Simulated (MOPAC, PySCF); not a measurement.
C4H8BN, SMILES `BC(=C)C(=C)N`, neutral singlet in the gas phase. 

Z-matrix (Å, degrees):
```
C
C 1 1.3486
H 2 1.0835 1 120.15
H 2 1.0863 3 116.64 1 -178.13
C 1 1.4775 2 120.69 3 179.21
C 5 1.3411 1 121.82 2 164.33
H 6 1.0785 5 120.98 1 -1.54
H 6 1.0842 7 117.80 5 177.93
N 5 1.3900 6 122.21 7 174.39
H 9 1.0079 5 114.13 6 12.82
H 9 1.0090 10 111.59 5 -131.82
B 1 1.5416 2 116.38 3 -0.82
H 12 1.1942 1 123.49 2 -178.11
H 12 1.1969 13 118.69 7 -166.21
```
Charge 0, spin multiplicity 1.

All levels are single points at this geometry (PBE0-D4/def2-TZVP); Pople sets use spherical d functions. Orbital energies aren't observables, and empty levels follow the basis.

B3LYP/6-31G* in PySCF gives gap (eV) = 3.76.

Question: Estimate the gap (eV) from each of these levels: B3LYP-D3(BJ)/def2-TZVP in PySCF; PBE-D3(BJ)/def2-TZVP in PySCF; PBE0-D4/def2-TZVP in PySCF; B3LYP/3-21G in PySCF; B3LYP/6-311+G** in PySCF; BP86/6-31G* in PySCF; M06-2X/6-31G* in PySCF; SVWN5/6-31G* in PySCF; HF/3-21G in PySCF; AM1 in MOPAC; PM3 in MOPAC; PM6 in MOPAC.

Answer: 
```json
[
 {"level": "B3LYP-D3(BJ)/def2-TZVP in PySCF", "gap (eV)": "3.78"},
 {"level": "PBE-D3(BJ)/def2-TZVP in PySCF", "gap (eV)": "2.22"},
 {"level": "PBE0-D4/def2-TZVP in PySCF", "gap (eV)": "4.16"},
 {"level": "B3LYP/3-21G in PySCF", "gap (eV)": "3.56"},
 {"level": "B3LYP/6-311+G** in PySCF", "gap (eV)": "3.77"},
 {"level": "BP86/6-31G* in PySCF", "gap (eV)": "2.18"},
 {"level": "M06-2X/6-31G* in PySCF", "gap (eV)": "6.19"},
 {"level": "SVWN5/6-31G* in PySCF", "gap (eV)": "2.08"},
 {"level": "HF/3-21G in PySCF", "gap (eV)": "10.10"},
 {"level": "AM1 in MOPAC", "gap (eV)": "8.75"},
 {"level": "PM3 in MOPAC", "gap (eV)": "7.96"},
 {"level": "PM6 in MOPAC", "gap (eV)": "7.99"}
]
```
